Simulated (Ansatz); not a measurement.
MnF₂, relaxed as a sextet with UKS PBE0-D4/def2-TZVP in Ansatz, starting from the GFN2-xTB geometry. Force threshold 0.02 eV/Å.

Start:

Cartesian coordinates in Å:
```
Mn 0.0114 -0.0012 0.0052
F 0.3530 -1.2733 -1.0789
F -0.3645 1.2745 1.0737
```

Task: Estimate the energy that the relaxation releases and the steps that it takes.

Result: 4.7 kcal/mol, in 3 steps; 4 s on 4 threads of Arm Neoverse V2 on a shared host. No frequencies were taken in this run, so the end may be a saddle point.

Task: Does the start keep its bonding and symmetry?

Result: By distances, no bond broke or formed. The bond that changes most is Mn1–F3, from 1.71 to 1.79 Å (atoms count from 1). Point group D∞h at the start, D∞h at the end, both within 0.05 Å.

Task: Predict the relaxed structure.

Result: 
```xyz
3

Mn    0.0037   -0.0004    0.0017
F     0.3747   -1.3371   -1.1306
F    -0.3785    1.3375    1.1290
```
Bond lengths: 2 × F–Mn 1.79 Å.
